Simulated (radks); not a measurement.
These are the eigenvalues of the occupied orbitals of an atom or ion with whole-number occupations (hartree). Method: Dirac Kohn-Sham, BLYP, spin-unpolarised, spherical densities, finite nucleus; Fermi nuclear charge, rms radius of each element as measured or else 0.836 A^(1/3) + 0.57 fm; computed with a radial shooting solver on a logarithmic mesh with Libxc functionals.

| orbital | eigenvalue |
|---|---|
| 1s1/2 | -175.6751 |

Which element is it, and in what charge state? The configuration may be excited. Open shells, if any, fill j = l - 1/2 first.

Answer. Z = 19, potassium, charge +18: K18+ in 1s1. The 1s level, -175.68 hartree, gives Z - s = 18.7 by -(Z - s)^2/2, which with screening and relativity narrows Z to a few neighbours, and the depths must fix Z and the occupations together.
